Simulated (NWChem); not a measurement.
System: CH5ClFNSi; SMILES NC[Si@H](F)Cl

```xyz
10

N     -0.3988     2.6292    -0.0398
C     -0.9175     1.2647    -0.2692
Si     0.2376    -0.0790     0.3633
F      1.6560     0.0790    -0.3930
Cl    -0.4888    -1.9834    -0.0206
H     -0.2604     2.8017     0.9546
H      0.5081     2.7452    -0.4886
H     -1.0963     1.1349    -1.3437
H     -1.9018     1.1779     0.2078
H      0.4998     0.0326     1.8178
```
Atoms are numbered in this order, from 1.

All runs: NWChem. Pople sets run with spherical d functions. The geometry was optimised at B3LYP/6-31G* (spherical d). Isolated, static molecule.

GIAO at B3LYP/6-31G*: principal shieldings of N1 are 212.6, 252.4, 283.8 ppm; an isolated ammonia molecule has σ = 255.8 ppm at the same levels.

Problem. Find the isotropic 15N shift, its principal values, the span and the skew.

Solution. 
1. σ(iso) = one third of the sum = 249.6 ppm.
2. δ = σ(reference) − σ = 6.2 ppm against ammonia.
3. δ11, δ22, δ33 = 43.2, 3.4, -28.0 ppm.
4. Span Ω = δ11 − δ33 = 71.2 ppm; skew κ = 3(δ22 − δ(iso))/Ω = -0.12.
